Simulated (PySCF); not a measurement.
Problem. What does the PBE0-D3(BJ)/def2-SVP structure of `C[CH2][In]([NH2])[CH2]C` (InEt2(NH2)) look like in three dimensions?

Solution. 
```
atom  x, y, z in Å
In1   -0.3619   -0.1317    0.3235
C2     1.7923   -0.3282    0.0853
C3     2.3476   -1.6507    0.5973
H4     2.2559    0.5249    0.6086
H5     2.0230   -0.1846   -0.9834
H6     3.4400   -1.7244    0.4559
H7     2.1532   -1.7886    1.6732
H8     1.8982   -2.5146    0.0814
C9    -1.7697    1.4145   -0.2752
C10   -1.3810    2.2079   -1.5168
H11   -1.8874    2.0843    0.5936
H12   -2.7450    0.9185   -0.4089
H13   -2.1290    2.9815   -1.7636
H14   -0.4159    2.7250   -1.3916
H15   -1.2828    1.5642   -2.4059
N16   -1.1810   -1.7287    1.2766
H17   -2.1644   -1.8378    1.4958
H18   -0.6485   -2.5145    1.6319
```

Any rigid rotation of these coordinates is as good. Atoms count from 1 in this order. In1 (indium bonded to 2 C and N) is planar (angles 132.4°, 115.3° and 112.3°, sum 360.0°, 0.01 Å off the plane of its three neighbours). N16 (nitrogen bonded to In and 2 H) is planar (angles 125.3°, 124.2° and 110.5°, sum 360.0°, 0.01 Å off the plane of its three neighbours).

Bonds between heavy atoms (Å): In1–C2 2.176, In1–C9 2.175, In1–N16 2.032, C2–C3 1.523, C9–C10 1.524.

Method used: PBE0-D3(BJ)/def2-SVP geometry optimisation, gas phase, def2 core potentials past Kr in PySCF 2.14.0.

Point group: C1 (no symmetry element, even within 0.4 Å). No PBE0-D3(BJ)/def2-SVP frequencies stand behind this structure, so it isn't proved a minimum. The numbers are those of one conformer (C9–In1–C2–C3 -176°, C2–In1–C9–C10 29°).

The run took 1.8 min wall on one thread of an Intel Xeon 6975P-C, on a shared host, and the process peaked at 0.61 GiB of memory. This is the geometry optimisation.
